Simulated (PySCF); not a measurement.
Record of a relaxation.

C9H14O.
SMILES with atom numbers: `[CH3:1][CH:2]([CH3:3])[O:4][C@@H:5]1[CH:6]=[CH:7][C@H:8]2[CH2:9][C@@H:10]12` (hydrogens: H11, H12, H13 on C1; H14 on C2; H15, H16, H17 on C3; H18 on C5; H19 on C6; H20 on C7; H21 on C8; H22, H23 on C9; H24 on C10)

Computed by this run: PBE0-D3(BJ)/def2-SVP geometry optimisation, gas phase (PySCF 2.14.0); density fitting, grid level 1; the optimiser is geomeTRIC in internal coordinates, started from a GFN2-xTB structure. The frame can shift and turn from step to step; on so coarse a grid that alone can change the energy by a few meV, and forces under 0.02 eV/Å are noise.

Step 0: E = -11585.5815 eV, largest atomic force 0.853 eV/Å
```
atom  x, y, z in Å  |  force x, y, z in eV/Å
C1     -2.739   -0.197    1.092    0.700   0.386  -0.299
C2     -1.679    0.537    0.276   -0.381  -0.302  -0.310
C3     -2.326    1.363   -0.840    0.519  -0.389   0.535
O4     -0.807   -0.448   -0.258    0.090   0.154   0.074
C5      0.518   -0.027   -0.502   -0.193  -0.406   0.107
C6      1.193   -0.998   -1.438   -0.565   0.434   0.151
C7      2.246   -1.586   -0.885    0.115  -0.013   0.452
C8      2.495   -1.084    0.484   -0.092   0.313  -0.224
C9      2.815    0.387    0.566   -0.243  -0.262   0.218
C10     1.405   -0.074    0.742    0.173   0.085  -0.505
H11    -3.256   -0.908    0.455   -0.258  -0.312  -0.271
H12    -3.457    0.508    1.501   -0.343   0.257   0.195
H13    -2.270   -0.744    1.906    0.159  -0.251   0.352
H14    -1.111    1.210    0.938    0.092   0.121   0.139
H15    -2.979    2.120   -0.415   -0.297   0.363   0.126
H16    -1.568    1.859   -1.442    0.272   0.241  -0.277
H17    -2.907    0.710   -1.486   -0.257  -0.265  -0.287
H18     0.514    0.985   -0.942   -0.019   0.220  -0.061
H19     0.805   -1.165   -2.426   -0.137  -0.097  -0.635
H20     2.875   -2.326   -1.348    0.329  -0.392  -0.339
H21     2.880   -1.755    1.237    0.149  -0.257   0.422
H22     3.077    0.900   -0.348    0.135   0.189  -0.491
H23     3.345    0.740    1.438    0.208   0.157   0.448
H24     0.920    0.016    1.702   -0.155   0.027   0.478
```

Step 1: E = -11585.6551 eV, largest atomic force 0.153 eV/Å
```
atom  x, y, z in Å  |  force x, y, z in eV/Å
C1     -3.074   -0.326    1.277   -0.107  -0.021   0.034
C2     -2.044    0.426    0.462    0.128   0.044   0.072
C3     -2.667    1.232   -0.665   -0.083   0.052  -0.052
O4     -1.140   -0.537   -0.043   -0.004   0.005  -0.033
C5      0.147   -0.060   -0.345    0.026   0.073   0.007
C6      0.824   -1.002   -1.303   -0.030  -0.044  -0.064
C7      1.896   -1.587   -0.753    0.043  -0.058  -0.055
C8      2.159   -1.078    0.616    0.037  -0.071   0.088
C9      2.481    0.395    0.697    0.054   0.093  -0.060
C10     1.071   -0.065    0.873   -0.069  -0.008   0.095
H11    -3.603   -1.050    0.635    0.021   0.022   0.022
H12    -3.816    0.362    1.710    0.029  -0.028  -0.016
H13    -2.591   -0.886    2.092    0.007   0.020  -0.027
H14    -1.497    1.121    1.137   -0.042  -0.036  -0.040
H15    -3.346    2.005   -0.268    0.026  -0.032  -0.021
H16    -1.903    1.741   -1.273   -0.013  -0.018   0.029
H17    -3.245    0.569   -1.329    0.025   0.017   0.019
H18     0.085    0.960   -0.782   -0.020  -0.052   0.017
H19     0.452   -1.166   -2.318    0.017   0.018   0.048
H20     2.538   -2.320   -1.251   -0.023   0.046   0.016
H21     2.542   -1.749    1.393   -0.029   0.032  -0.033
H22     2.757    0.901   -0.236   -0.003  -0.025   0.033
H23     3.008    0.758    1.585   -0.021  -0.015  -0.014
H24     0.605    0.025    1.859    0.030  -0.014  -0.065
```

Step 2: E = -11585.6562 eV, largest atomic force 0.041 eV/Å
```
atom  x, y, z in Å  |  force x, y, z in eV/Å
C1     -3.075   -0.323    1.278   -0.020  -0.004   0.009
C2     -2.044    0.430    0.462    0.027  -0.002   0.011
C3     -2.673    1.233   -0.667   -0.013   0.005  -0.011
O4     -1.140   -0.534   -0.044   -0.035   0.005  -0.010
C5      0.148   -0.060   -0.342    0.005  -0.002   0.021
C6      0.826   -1.002   -1.301    0.000  -0.016  -0.008
C7      1.900   -1.587   -0.754   -0.021  -0.010   0.004
C8      2.161   -1.083    0.618    0.005   0.005  -0.010
C9      2.482    0.392    0.695    0.022   0.026   0.022
C10     1.072   -0.070    0.877    0.001  -0.005  -0.020
H11    -3.601   -1.049    0.639    0.006   0.001   0.000
H12    -3.818    0.363    1.710    0.005   0.001  -0.001
H13    -2.588   -0.879    2.092    0.004  -0.001   0.000
H14    -1.501    1.126    1.134   -0.001  -0.004  -0.009
H15    -3.354    2.003   -0.274    0.001  -0.004   0.002
H16    -1.909    1.742   -1.274    0.005   0.002   0.002
H17    -3.245    0.566   -1.331    0.009  -0.003   0.001
H18     0.086    0.959   -0.777    0.001  -0.003  -0.002
H19     0.455   -1.161   -2.316    0.001   0.006  -0.003
H20     2.543   -2.314   -1.255    0.002   0.005  -0.002
H21     2.543   -1.753    1.394   -0.004   0.004  -0.001
H22     2.755    0.895   -0.238   -0.003  -0.008   0.002
H23     3.009    0.756    1.582   -0.002  -0.001   0.005
H24     0.607    0.018    1.862    0.004   0.002  -0.001
```

Step 3: E = -11585.6562 eV, largest atomic force 0.032 eV/Å
```
atom  x, y, z in Å  |  force x, y, z in eV/Å
C1     -3.073   -0.320    1.280    0.009   0.006  -0.001
C2     -2.044    0.431    0.461   -0.014  -0.011  -0.005
C3     -2.674    1.231   -0.670    0.006  -0.005   0.005
O4     -1.141   -0.534   -0.045   -0.007   0.002   0.001
C5      0.148   -0.061   -0.342    0.007  -0.001  -0.001
C6      0.824   -1.003   -1.304    0.006   0.006   0.031
C7      1.898   -1.587   -0.756    0.005   0.011   0.004
C8      2.161   -1.083    0.617   -0.013   0.007  -0.011
C9      2.483    0.392    0.701   -0.011  -0.004  -0.020
C10     1.072   -0.071    0.876    0.002  -0.006  -0.006
H11    -3.600   -1.048    0.644   -0.001  -0.004  -0.004
H12    -3.816    0.367    1.713   -0.004   0.006   0.003
H13    -2.584   -0.873    2.095    0.001  -0.004   0.004
H14    -1.500    1.128    1.130    0.010   0.006   0.003
H15    -3.356    2.000   -0.279   -0.007   0.004   0.004
H16    -1.910    1.740   -1.277    0.004   0.005  -0.003
H17    -3.245    0.561   -1.332    0.002  -0.006  -0.004
H18     0.086    0.958   -0.777    0.004   0.009  -0.007
H19     0.454   -1.159   -2.319   -0.003  -0.002  -0.007
H20     2.543   -2.312   -1.259    0.009  -0.007  -0.006
H21     2.541   -1.755    1.391   -0.001  -0.010   0.010
H22     2.760    0.898   -0.230    0.002   0.004  -0.009
H23     3.007    0.751    1.591   -0.002  -0.004   0.005
H24     0.606    0.014    1.860   -0.006  -0.002   0.015
```

Step 4: E = -11585.6563 eV, largest atomic force under 0.02 eV/Å
```
atom  x, y, z in Å  |  force x, y, z in eV/Å
C1     -3.072   -0.319    1.282    0.006   0.006   0.000
C2     -2.044    0.432    0.460   -0.010  -0.004  -0.001
C3     -2.674    1.230   -0.671    0.002  -0.001   0.004
O4     -1.142   -0.533   -0.046    0.003  -0.001  -0.004
C5      0.148   -0.061   -0.342    0.004  -0.006   0.002
C6      0.825   -1.002   -1.303   -0.003   0.000  -0.004
C7      1.899   -1.587   -0.757   -0.006   0.013   0.010
C8      2.160   -1.084    0.617    0.005   0.001   0.003
C9      2.481    0.391    0.701   -0.002  -0.003  -0.004
C10     1.071   -0.072    0.876    0.002  -0.004  -0.004
H11    -3.599   -1.047    0.647   -0.001  -0.002  -0.001
H12    -3.814    0.369    1.714   -0.002   0.001   0.001
H13    -2.582   -0.871    2.096   -0.001  -0.001   0.001
H14    -1.498    1.130    1.128    0.006   0.003   0.001
H15    -3.357    2.000   -0.280   -0.004   0.001   0.000
H16    -1.911    1.740   -1.278    0.000   0.003   0.001
H17    -3.244    0.559   -1.332    0.002  -0.002  -0.003
H18     0.086    0.958   -0.776    0.001   0.002  -0.004
H19     0.456   -1.157   -2.319   -0.001  -0.001  -0.003
H20     2.545   -2.311   -1.260    0.002  -0.001  -0.001
H21     2.539   -1.756    1.391    0.000  -0.003   0.005
H22     2.758    0.897   -0.230   -0.001   0.001  -0.003
H23     3.005    0.750    1.591    0.000  -0.002   0.001
H24     0.604    0.012    1.861   -0.001  -0.002   0.004
```

**Question.** Summarise the path.

**Answer.** The energy falls by 0.0748 eV from step 0 to step 4; nine tenths of that is first reached at step 1. It falls at every step. The largest force goes from 0.853 to under 0.02 eV/Å. Among the bonds C6–H19 changes most (a near tie, within 0.001 Å, with another), from 1.075 to 1.092 Å; the atoms move by 0.041 Å rms after alignment.

**Question.** Follow the three bonds and two angles with the largest change from start to end.

**Answer.** 
```json
{"step": "0", "E above end (eV)": "0.0748", "largest force (eV/Å)": "0.853", "C6–H19 (Å)": "1.075", "C7–H20 (Å)": "1.076", "C9–H22 (Å)": "1.080", "C5–C10–C9 (°)": "116.2", "C1–C2–C3 (°)": "110.9"}
{"step": "1", "E above end (eV)": "0.0012", "largest force (eV/Å)": "0.153", "C6–H19 (Å)": "1.093", "C7–H20 (Å)": "1.094", "C9–H22 (Å)": "1.096", "C5–C10–C9 (°)": "118.4", "C1–C2–C3 (°)": "112.5"}
{"step": "2", "E above end (eV)": "0.0001", "largest force (eV/Å)": "0.041", "C6–H19 (Å)": "1.092", "C7–H20 (Å)": "1.093", "C9–H22 (Å)": "1.095", "C5–C10–C9 (°)": "118.1", "C1–C2–C3 (°)": "112.4"}
{"step": "3", "E above end (eV)": "0.0001", "largest force (eV/Å)": "0.032", "C6–H19 (Å)": "1.092", "C7–H20 (Å)": "1.092", "C9–H22 (Å)": "1.095", "C5–C10–C9 (°)": "118.4", "C1–C2–C3 (°)": "112.4"}
{"step": "4", "E above end (eV)": "0.0000", "largest force (eV/Å)": "under 0.02", "C6–H19 (Å)": "1.092", "C7–H20 (Å)": "1.093", "C9–H22 (Å)": "1.095", "C5–C10–C9 (°)": "118.3", "C1–C2–C3 (°)": "112.4"}
```

The cost below is that of the whole optimisation. Cost: about 5 min of CPU time on one thread; the machine was shared, so the figure is rough.
